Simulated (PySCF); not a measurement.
Run record for `CC(C)=CN(C)C`: PBE0/def2-SVPD, start guess vsap, TDA, 25 singlets.

Method: TDA PBE0/def2-SVPD, vertical, gas phase, core orbitals frozen in the response (PySCF 2.14.0, density-fitted response routines). Geometry: GFN2-xTB. The command runs a driver script over a list of jobs; the input below is this job's line of settings and its coordinates in Å.

Command:
```bash
OMP_NUM_THREADS=1 python probes_run.py task.json out
```

Input:
```
{"job": {"kind": "uv", "xc": "PBE0", "basis": "def2-SVPD", "nstates": 25, "ntriplets": 2, "tda": true, "scf": {"guess": "vsap"}}, "charge": 0, "multiplicity": 1}
C      2.274049    -0.361756    -1.267946
C      1.187140     0.017265    -0.306920
C      1.532039     1.110109     0.660606
C      0.000578    -0.585790    -0.334177
N     -1.077308    -0.278767     0.518358
C     -2.036065    -1.354553     0.634016
C     -1.725840     0.994132     0.269830
H      2.536861     0.489163    -1.897621
H      3.171770    -0.659831    -0.726221
H      1.965311    -1.183462    -1.909517
H      1.496283     2.088934     0.179011
H      0.842969     1.104685     1.500448
H      2.544830     0.967225     1.034888
H     -0.161233    -1.411059    -1.024862
H     -2.746760    -1.111614     1.424148
H     -1.516889    -2.272725     0.904300
H     -2.599323    -1.527391    -0.297017
H     -0.978977     1.768696     0.123433
H     -2.373122     0.963455    -0.620505
H     -2.341463     1.253963     1.132712
```

Output:
```
final grid: 148080 points
cycle   1  E = -278.1696611808  dE =  1.035e+01  |g| = 5.720e+00  |ddm| = 3.968e+02
cycle   2  E = -238.7650125496  dE =  3.940e+01  |g| = 1.185e+01  |ddm| = 3.945e+02
cycle   3  E = -286.8956035862  dE = -4.813e+01  |g| = 3.698e+00  |ddm| = 4.555e+01
cycle   4  E = -289.6453397771  dE = -2.750e+00  |g| = 1.873e+00  |ddm| = 1.066e+01
cycle   5  E = -290.5300151812  dE = -8.847e-01  |g| = 6.620e-01  |ddm| = 4.436e+00
cycle   6  E = -290.5927277409  dE = -6.271e-02  |g| = 4.233e-01  |ddm| = 2.071e+00
cycle   7  E = -290.6367754587  dE = -4.405e-02  |g| = 5.865e-02  |ddm| = 7.492e-01
cycle   8  E = -290.6374447984  dE = -6.693e-04  |g| = 2.642e-02  |ddm| = 1.626e-01
cycle   9  E = -290.6375913948  dE = -1.466e-04  |g| = 3.426e-03  |ddm| = 4.008e-02
cycle  10  E = -290.6375939837  dE = -2.589e-06  |g| = 1.136e-03  |ddm| = 1.030e-02
cycle  11  E = -290.6375942804  dE = -2.967e-07  |g| = 3.589e-04  |ddm| = 3.018e-03
cycle  12  E = -290.6375943110  dE = -3.057e-08  |g| = 8.401e-05  |ddm| = 9.366e-04
cycle  13  E = -290.6375943126  dE = -1.688e-09  |g| = 2.409e-05  |ddm| = 2.939e-04
cycle  14  E = -290.6375943128  dE = -1.312e-10  |g| = 9.189e-06  |ddm| = 9.483e-05
converged SCF energy = -290.6375943128

Static polarisability (au): isotropic 86.773, principal 68.909 81.378 110.031

Singlet excitations
state   eV       nm        f      main configurations
  1   5.2021    238.3   0.06907   H->L 0.86, H->L+1 0.11
  2   5.6762    218.4   0.19841   H->L+1 0.81, H->L 0.08
  3   5.8931    210.4   0.01162   H->L+2 0.98
  4   6.1996    200.0   0.01756   H->L+3 0.96
  5   6.6508    186.4   0.01664   H->L+4 0.95
  6   6.7832    182.8   0.01256   H->L+5 0.95
  7   6.9935    177.3   0.02437   H->L+6 0.94
  8   7.1517    173.4   0.01236   H->L+7 0.90
  9   7.2885    170.1   0.05835   H-1->L 0.70, H-1->L+1 0.17
 10   7.3893    167.8   0.02112   H->L+8 0.89
 11   7.5491    164.2   0.07679   H->L+9 0.64, H-1->L+1 0.29
 12   7.6595    161.9   0.06810   H->L+10 0.71, H-1->L+1 0.11
 13   7.8569    157.8   0.06007   H-1->L+1 0.30, H->L+9 0.23, H->L+10 0.19
 14   7.9681    155.6   0.04088   H-1->L+2 0.90
 15   8.0307    154.4   0.04231   H->L+11 0.84
 16   8.2460    150.4   0.01632   H-1->L+3 0.69, H->L+12 0.12
 17   8.3350    148.8   0.01679   H->L+12 0.64, H->L+15 0.09
 18   8.4084    147.5   0.01827   H->L+13 0.76, H-1->L+3 0.10
 19   8.5528    145.0   0.02836   H->L+15 0.77, H->L+14 0.09
 20   8.5683    144.7   0.07450   H->L+14 0.71
 21   8.6208    143.8   0.01708   H-2->L 0.58, H-2->L+1 0.22, H->L+14 0.09
 22   8.7896    141.1   0.02687   H-1->L+4 0.84
 23   8.8384    140.3   0.00913   H-1->L+5 0.84
 24   8.8541    140.0   0.01198   H->L+16 0.90
 25   8.9848    138.0   0.02131   H->L+17 0.61, H-1->L+6 0.14, H-3->L 0.09

Triplet excitations (Tamm-Dancoff, eV): 3.8575 5.1794
```

H and L stand for HOMO and LUMO; the number after each pair is its weight.

Task: Give the mean polarisability as a volume in Å³, and the ratio of the largest to the smallest principal value.

Result: 86.773 au × 0.148185 = 12.86 Å³; 110.031/68.909 = 1.60.

Task: How does the lowest singlet excitation compare with the HOMO–LUMO gap?

Result: HOMO -5.60 eV and LUMO 0.58 eV give a gap of 6.18 eV; S1 at 5.20 eV lies 0.98 eV below it.

In short: SCF converged in 14 cycles with 244 basis and 828 fitting functions; HOMO -5.60 eV, LUMO 0.58 eV; lowest singlet 5.20 eV; lowest triplet 3.86 eV (Tamm–Dancoff); mean polarisability 86.8 au.

Task: How long does this job take on an Intel Xeon 6975P-C with one thread (shared host)? And the peak memory of the process?

Result: About 38 s, with 0.99 GiB resident at the peak, the Python interpreter and its libraries included.

Conformer computed: `[CH3:1][C:2]([CH3:3])=[CH:4][N:5]([CH3:6])[CH3:7]`: C2–C4–N5–C6 -158°.
